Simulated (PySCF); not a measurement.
Al(Et)(Vi)(NH2), SMILES [NH2][Al]([CH2]C)[CH]=C, GFN2-xTB optimised geometry.

```
16

Al    -0.81     0.69     0.00
C      1.20     0.69     0.00
C      1.79     2.11    -0.07
H      1.59     0.11    -0.84
H      1.59     0.19     0.90
H      1.47     2.70     0.78
H      1.47     2.62    -0.97
H      2.89     2.08    -0.06
C     -1.79    -1.03     0.00
C     -1.14    -2.19     0.01
H     -2.89    -1.08    -0.01
H     -1.63    -3.16     0.01
H     -0.06    -2.22     0.02
N     -1.73     2.22     0.00
H     -1.35     3.16    -0.01
H     -2.74     2.29     0.01
```

Density from PBE0/def2-TZVP in PySCF 2.14.0 at that geometry.

Minimum of the electron density along straight lines between bonded atoms, close to the bond critical point (lines longer than 1.1 times the sum of covalent radii, or with two minima, are not listed):

| bond | length / Å | ρ at the minimum / e bohr⁻³ | ∇²ρ there / e bohr⁻⁵ | position (fraction from the first atom) |
|---|---|---|---|---|
| Al1–C2 | 2.013 | 0.081 | 0.21 | 0.40 |
| C2–C3 | 1.535 | 0.236 | -0.55 | 0.50 |
| C2–H4 | 1.099 | 0.268 | -0.87 | 0.64 |
| C2–H5 | 1.099 | 0.268 | -0.87 | 0.64 |
| C3–H6 | 1.089 | 0.278 | -0.95 | 0.64 |
| C3–H7 | 1.089 | 0.278 | -0.95 | 0.64 |
| C3–H8 | 1.091 | 0.277 | -0.94 | 0.64 |
| Al1–C9 | 1.984 | 0.082 | 0.24 | 0.40 |
| C9–C10 | 1.332 | 0.350 | -1.07 | 0.49 |
| C9–H11 | 1.092 | 0.276 | -0.94 | 0.64 |
| C10–H12 | 1.084 | 0.284 | -1.01 | 0.64 |
| C10–H13 | 1.082 | 0.286 | -1.02 | 0.64 |
| Al1–N14 | 1.779 | 0.100 | 0.59 | 0.42 |
| N14–H15 | 1.013 | 0.333 | -1.60 | 0.74 |
| N14–H16 | 1.013 | 0.332 | -1.59 | 0.73 |
